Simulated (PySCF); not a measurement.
# `CC#CC[C@@H](F)C(F)=C(F)F`: 4 charge schemes on one density

Compound: C₇H₆F₄.
SMILES with atom numbers: `[CH3:1][C:2]#[C:3][CH2:4][C@@H:5]([F:6])[C:7]([F:8])=[C:9]([F:10])[F:11]` (hydrogens: H12, H13, H14 on C1; H15, H16 on C4; H17 on C5)

Structure used (GFN2-xTB), in Å, numbered top down from 1:
```
atom  x, y, z in Å
C1     3.098    0.473    0.966
C2     1.866   -0.202    0.628
C3     0.849   -0.776    0.360
C4    -0.402   -1.427    0.020
C5    -1.257   -0.504   -0.859
F6    -2.460   -1.123   -1.128
C7    -1.512    0.827   -0.202
F8    -0.936    1.886   -0.799
C9    -2.241    1.022    0.891
F10   -2.833    0.046    1.559
F11   -2.472    2.190    1.462
H12    3.597   -0.050    1.781
H13    3.759    0.499    0.101
H14    2.884    1.495    1.279
H15   -0.959   -1.669    0.930
H16   -0.212   -2.355   -0.525
H17   -0.774   -0.319   -1.827
```

Density: PBE0/pcSseg-1 (PySCF); schemes: Mulliken, IAO, Hirshfeld and ESP-fitted. The structure is a single GFN2-xTB conformer in the gas phase; no vibrational or solvent corrections.

**Question.** For which atoms does the sign change between the 4 schemes (beyond +0.03 e in one, beyond −0.03 e in another)?

**Answer.** C2 and C7.

**Question.** At which atom do the 4 schemes differ most?

**Answer.** At C1: from -0.574 (ESP-fitted) to -0.095 e (Hirshfeld), 0.479 e apart.

**Question.** Do the Mulliken, IAO, Hirshfeld and ESP-fitted schemes agree on where the charge is lowest?

**Answer.** The schemes don't all agree: Mulliken F6 (-0.321); IAO C1 (-0.437); Hirshfeld F6 (-0.114); ESP-fitted C1 (-0.574).

**Question.** What partial charge does each atom carry?

**Answer.** In e:

```csv
atom,environment,Mulliken,IAO,Hirshfeld,ESP-fitted
C1,propargylic carbon,-0.186,-0.437,-0.095,-0.574
C2,alkyne carbon,-0.269,-0.037,-0.049,+0.146
C3,alkyne carbon,-0.115,-0.095,-0.075,-0.270
C4,propargylic carbon,-0.165,-0.285,-0.068,-0.245
C5,sp3 C–F carbon,+0.219,+0.172,+0.064,+0.209
F6,alkyl fluorine,-0.321,-0.320,-0.114,-0.255
C7,vinylic C–F carbon,+0.067,+0.167,+0.030,-0.060
F8,vinyl fluorine,-0.263,-0.256,-0.079,-0.137
C9,=CF2 carbon,+0.583,+0.520,+0.152,+0.397
F10,vinyl fluorine,-0.232,-0.235,-0.052,-0.136
F11,vinyl fluorine,-0.233,-0.229,-0.062,-0.139
H12,methyl hydrogen,+0.150,+0.174,+0.062,+0.194
H13,methyl hydrogen,+0.149,+0.173,+0.061,+0.193
H14,methyl hydrogen,+0.151,+0.174,+0.062,+0.201
H15,methylene hydrogen,+0.167,+0.174,+0.050,+0.166
H16,methylene hydrogen,+0.162,+0.173,+0.060,+0.167
H17,methine hydrogen,+0.138,+0.166,+0.053,+0.142
```

Mean size of the charges over all atoms: IAO 0.223 e, ESP-fitted 0.214 e, Mulliken 0.210 e, Hirshfeld 0.070 e. Each set sums to the total charge, 0, to within 0.001 e. The Mulliken scheme counts on each atom the diagonal of the density matrix times the overlap matrix over that atom's basis functions. The ESP scheme is a least-squares fit of atom-centred charges to the potential on four shells outside the van der Waals surface, with the total charge fixed.

**Question.** How many electrons does the Mulliken scheme count on C7?

**Answer.** Z − q = 6 − (+0.067) = 5.933.

**Question.** Sum the charges by element.

**Answer.** 
| element | atoms | Mulliken | IAO | Hirshfeld | ESP-fitted |
| --- | --- | --- | --- | --- | --- |
| C | 7 | +0.134 | +0.005 | -0.041 | -0.397 |
| F | 4 | -1.050 | -1.040 | -0.307 | -0.667 |
| H | 6 | +0.916 | +1.035 | +0.348 | +1.063 |

**Question.** How closely do the schemes follow one another over all atoms?

**Answer.** Correlation coefficient and root-mean-square difference: IAO with Hirshfeld 0.96, 0.179 e; Mulliken with Hirshfeld 0.96, 0.166 e; Mulliken with IAO 0.93, 0.094 e; IAO with ESP-fitted 0.91, 0.106 e; Hirshfeld with ESP-fitted 0.88, 0.180 e; Mulliken with ESP-fitted 0.77, 0.163 e.
